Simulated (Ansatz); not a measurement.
Cost and result for the atomization energy of `CC[O][Ga]([CH3])[F]` (14 atoms, 13 bonds).

```xyz
14

C    -0.489   -0.492    2.186
C    -1.247   -0.769    0.907
O    -0.388   -0.840   -0.213
Ga    0.285    0.592   -1.010
C     1.529    0.596   -2.494
F    -0.327    2.095   -0.316
H     0.292   -1.242    2.338
H    -0.023    0.497    2.152
H    -1.162   -0.515    3.047
H    -2.019   -0.003    0.764
H    -1.757   -1.736    0.976
H     1.093    1.132   -3.339
H     2.447    1.110   -2.204
H     1.767   -0.424   -2.796
```

Total charge 0; spin multiplicity 1. Correlated methods include outer-core shells of Ga, which these sets cover unevenly. Scalar relativity is left out up to krypton. All single points use the PBE0-D4/def2-TZVP geometry. It is one conformer, not always the lowest. Program: Ansatz. All runs use 2 threads of an AMD EPYC 7R13 on a shared host and a share of an NVIDIA H100 80 GB. Times are those of one run each, without the atoms' runs, and a repeat can differ threefold. Electronic energies, without spin–orbit coupling; frozen cores. CCSD(T)/CBS adds CCSD(T) − MP2 in def2-TZVPP to the MP2 limit, and its time is that of the two runs behind it. T1 = 0.013. With those shells the extrapolation isn't a true limit. B3LYP takes the VWN-RPA correlation (the form of Gaussian; ORCA's B3LYP/G).

CCSD(T)/CBS is a level of theory with its own doubt, some kJ/mol a heavy atom from the limit and from the frozen cores, so smaller differences don't rank the functionals.

```
                             level  functions  wall time  atomization (kJ/mol)  difference from CCSD(T)/CBS  per bond
                PBE0-D4/def2-TZVPP        315      1.8 s                5293.8                        -17.9      -1.4
 B3LYP-D4/def2-TZVPP (with forces)        315      2.3 s                5276.0                        -35.7      -2.7
   PBE-D4/def2-TZVPP (with forces)        315      2.4 s                5385.3                         73.6       5.7
                 B2PLYP/def2-TZVPP        315      2.8 s                5246.0                        -65.7      -5.1
r2SCAN-D4/def2-TZVPP (with forces)        315      2.9 s                5315.0                          3.3       0.2
  ωB97M-V/def2-TZVPP (with forces)        315      3.8 s                5296.1                        -15.6      -1.2
                CCSD(T)/def2-TZVPP        315        6 s                5198.3                       -113.4      -8.7
                    MP2/def2-QZVPP        614        6 s                5360.7                         49.0       3.8
                ωB97X-V/def2-TZVPP        315      7.5 s                5306.9                         -4.8      -0.4
                 CCSD(T)/CBS(def2)          –       12 s                5311.7                          0.0       0.0
```

The D4 term adds +42.0 kJ/mol with B3LYP and +22.2 kJ/mol with PBE0; it sums over pairs of atoms, weighted by their polarisabilities, and B3LYP, whose exchange is more repulsive, gets the larger term. From PBE to PBE0 (25 % exact exchange), in def2-TZVPP and without D4, the atomization energy moves by −87.5 kJ/mol: exact exchange takes away binding that semilocal exchange gives to molecules. In def2-TZVPP, CCSD(T) changes the Hartree–Fock value by +1292.6 kJ/mol (the triples alone add +72.8 kJ/mol) and MP2 by +1387.6 kJ/mol; breaking electron pairs costs correlation energy, which Hartree–Fock lacks.
